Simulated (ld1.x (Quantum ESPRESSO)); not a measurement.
## oxygen: one change to an ultrasoft potential, before and after

oxygen (O), ultrasoft, made with ld1.x (Quantum ESPRESSO) 7.5 (PBEsol, scalar-relativistic). Core [He], reference 2s2 2p1 (charge +3). Waves: 2s (bound): rcut 0.55, rcutus 0.70 bohr; 2s channel at -3.6 Ry: rcut 0.55, rcutus 0.70 bohr; 2p (bound): rcut 1.55, rcutus 1.95 bohr; 2p channel at 0.45 Ry: rcut 1.55, rcutus 1.95 bohr. Local part: all-electron potential smoothed inside 0.85 bohr (lloc = -2). Core correction: Bessel-smoothed model core inside 0.65 bohr. Augmentation charge: PSQ, radius 0.40 bohr.

All-electron outer shells of the reference configuration (PBEsol, scalar-relativistic, ld1.x):

```
shell  level (eV)  outermost node (bohr)  outermost maximum (bohr)
   2s      -79.23                   0.27                      0.81
   2p      -64.76                      –                      0.70
```

Change: fully relativistic.

Cutoffs: the cutoffs (Ry, on a coarse ladder) from which the occupation-weighted sum of valence levels, in a spherical-Bessel basis at the reference potential, stays within 10 and 1 mRy of its value at 400 Ry; they do not see the model core or the augmentation charge, which bear on the density cutoff. Errors are all-electron minus pseudo energies relative to the spin-unpolarised reference configuration.

Problem. How do hardness, ghosts and transferability respond?

Solution. The potential gets softer (70 Ry and 140 Ry → 70 Ry and 120 Ry); the errors of the 7 common tests hardly move; neither file shows a bound ghost.

| quantity | base | changed |
| --- | --- | --- |
| cutoff, loose | 70 Ry | 70 Ry |
| cutoff, tight | 140 Ry | 120 Ry |
| bound ghosts | none | none |
| error for 2s2 2p4, meV [ΔE -103.54 eV] | +187 | +182 |
| error for 2s2 2p3, meV [ΔE -87.18 eV] | +88 | +85 |
| error for 2s2 2p2, meV [ΔE -53.71 eV] | +26 | +24 |
| error for 2s0 2p6, meV [ΔE -73.80 eV] | +737 | +734 |
| error for 2s2 2p3.5, meV [ΔE -97.29 eV] | +134 | +130 |
| error for 2s1 2p5, meV [ΔE -88.69 eV] | +410 | +406 |
| error for 2s1 2p4, meV [ΔE -72.05 eV] | +301 | +298 |
| s: phases at 2.15 bohr within 0.05 rad from the reference energy up to (Ry; the scan ends near 5) | to the end of the scan | to the end of the scan |
| lowest overlap eigenvalue by channel | s 0.57, p 0.73 | s 0.58, p1/2 0.73, p3/2 0.73 |
